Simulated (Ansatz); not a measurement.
Born–Oppenheimer molecular dynamics of F$_{6}$H$_{2}$W (9 atoms, charge 0, multiplicity 1). It starts at the highest image of a converged band. Of that band: The profile has 2 maxima (images 1, 4) with wells between them (image 3): this band takes more than one step, which may be the mechanism or a detour left from its start path. A vibrational analysis at the climbing image gives one clearly imaginary mode, 829i cm⁻¹: a first-order saddle point.

Computed with RKS PBE0/def2-SVP (Ansatz).

```yaml
ensemble: NVE (velocity Verlet)
time_step: 0.5 fs
steps_asked: 200
starting_velocities_drawn_for: 300 K
seed: 7285
```

First frame:

```xyz
9
Properties=species:S:1:pos:R:3
W 0.145 0.197 -0.078
H 0.525 -0.499 1.615
F 1.981 0.158 -0.071
F -0.170 1.878 -0.772
F -1.535 0.340 0.662
F -0.224 -1.625 -0.056
F 0.205 -0.217 -1.878
F 0.595 1.559 1.488
H 0.636 0.459 1.868
```

Question: How far do the bonds stretch over the last three quarters of this one trajectory? (Pairs bonded in most of those frames.)

Answer: 
| bond | mean (Å) | spread (Å) | shortest | longest |
| --- | --- | --- | --- | --- |
| W1–H2 | 1.687 | 0.023 | 1.65 | 1.73 |
| W1–F3 | 1.858 | 0.015 | 1.83 | 1.89 |
| W1–F4 | 1.866 | 0.029 | 1.81 | 1.90 |
| W1–F5 | 1.843 | 0.010 | 1.82 | 1.85 |
| W1–F6 | 1.857 | 0.020 | 1.82 | 1.89 |
| W1–F7 | 1.852 | 0.024 | 1.83 | 1.90 |
| F8–H9 | 0.929 | 0.013 | 0.91 | 0.95 |

Pairs bonded in part of these frames only: W1–F8 37 %.

Mean temperature of the second half: 547 K. The conserved energy stayed within 0.035 meV per atom of its start (net change 0.0052 meV per atom), so the integration is sound. The kinetic energy rose, since the run started high on the potential surface and went downhill. It ends in pieces (F5HW + FH), so much of that is their flight and rotation, not heat. A run of 0.1 ps of so small a system gives no equilibrium averages. The orbitals stay closed-shell, which can raise the energy where a bond breaks towards radicals; this wasn't checked here.

Time of the run: 8.7 min on 4 threads of Arm Neoverse V2, on a shared host, peak memory 0.33 GiB.
